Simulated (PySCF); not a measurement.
## A single-point calculation

Au2F2 (singlet). PySCF 2.14.0, RKS CAM-B3LYP, Au def2-SVP with ECP60, F def2-SVP; non-relativistic Hamiltonian with scalar-relativistic core potentials where named; density fitting; no spin-orbit coupling. Purpose: singlet excitations, Tamm-Dancoff CAM-B3LYP.

```python
mol = gto.M(atom='''
Au     0.00000     0.00000     1.51513
Au    -0.00000    -0.00000    -1.51513
F      1.60335    -0.00000    -0.00000
F     -1.60335     0.00000     0.00000''',
    basis={'Au': 'def2-SVP', 'F': 'def2-SVP'},
    ecp={'Au': 'def2-SVP'},
    charge=0, spin=0)
mf = dft.RKS(mol, xc='CAMB3LYP')
mf.grids.atom_grid = (50, 194)
mf = mf.density_fit()  # fitting sets: Au def2-universal-JKFIT, F def2-universal-JKFIT
mf.conv_tol = 1e-08; mf.max_cycle = 55
mf.kernel(dm0)  # dm0: converged density of the relaxed state
td = mf.TDA(); td.nstates = 8; td.kernel()
```

Run from Python with OMP_NUM_THREADS=2; the lines above give its settings. Where DIIS fails, smearing, a level shift and second-order steps follow.
It took 26 s on 2 threads of Arm Neoverse V2, with other jobs on the host, from an already converged density.

**Question.** Where do the frontier levels lie, over both spins?

**Answer.** HOMO -8.52 eV, LUMO -2.77 eV. 

**Question.** What are the Mulliken charges and spins?

**Answer.** 
```tsv
atom	charge (e)	spin (e)
Au1	0.446	0.000
Au2	0.446	0.000
F3	-0.446	0.000
F4	-0.446	0.000
```

**Question.** Which singlet excitations follow (Tamm-Dancoff, 8 states)?

**Answer.** 
```tsv
state	eV	oscillator strength
1	2.48	0.0000
2	2.51	0.0002
3	2.90	0.0000
4	2.91	0.0441
5	3.15	0.0146
6	3.18	0.0033
7	3.21	0.0000
8	3.47	0.0000
```

The geometry was relaxed with r2SCAN (Au def2-SVP with ECP60, F def2-SVP).
